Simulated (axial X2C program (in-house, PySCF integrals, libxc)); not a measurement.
## Spin–orbit splitting of π states down a group (EOM-IP-CCSD)

Calculated with an axial X2C code built on PySCF integrals: two-component X2C with atomic mean-field Coulomb and Gaunt terms, Dyall basis sets with cores contracted in-house.

The first pair of π-type roots with Ω = 1/2 and 3/2, reached by removing an electron from a closed-shell reference; vertical energies, inner shells frozen. Splitting means E(3/2) − E(1/2).

Basis sets: As dyall-cv3z, N dyall-av3z, P dyall-v3z, Sb dyall-cv3z. Correlated electrons in EOM-CCSD (inner shells frozen, about 90 virtual spinors): N₂ 10, P₂ 10, As₂ 10, Sb₂ 10.

```
species  reference  R (Å)  main character  spinor gap ε(3/2) − ε(1/2), HF (cm⁻¹)
    N₂⁺         N₂  1.090        90% N pπ                                     90
    P₂⁺         P₂  1.891        94% P pπ                                    270
   As₂⁺        As₂  2.085       94% As pπ                                   1460
   Sb₂⁺        Sb₂  2.476       94% Sb pπ                                   3610
```

(1) Should these pairs be regular or inverted?

EOM-IP-CCSD gives:

```
species  IE Ω = 1/2 (eV)  IE Ω = 3/2 (eV)  splitting (cm⁻¹)  lowest root?
    N₂⁺           17.319           17.310               -75            no
    P₂⁺           10.648           10.615              -259           yes
   As₂⁺            9.975            9.808             -1344           yes
   Sb₂⁺            8.983            8.601             -3079           yes
```

A small p share on a heavy partner can supply much of the splitting, and mixing of Ω = 1/2 with σ states shifts it further.

(2) With what power of Z of the atom that holds the π orbital does the splitting grow here (least-squares line in log–log)?

States that need a further excitation are missing; levels can be off by some tenths of an eV, splittings by less.

Results:

(1) Inverted: a hole in a filled π shell puts Ω = 3/2 lowest, with the sign opposite to the spinor gap.

(2) About Z^1.9 on average, though single steps scatter about that; valence splittings grow roughly as Z², far more slowly than the Z⁴ of hydrogen-like ions, because inner shells screen the nucleus.
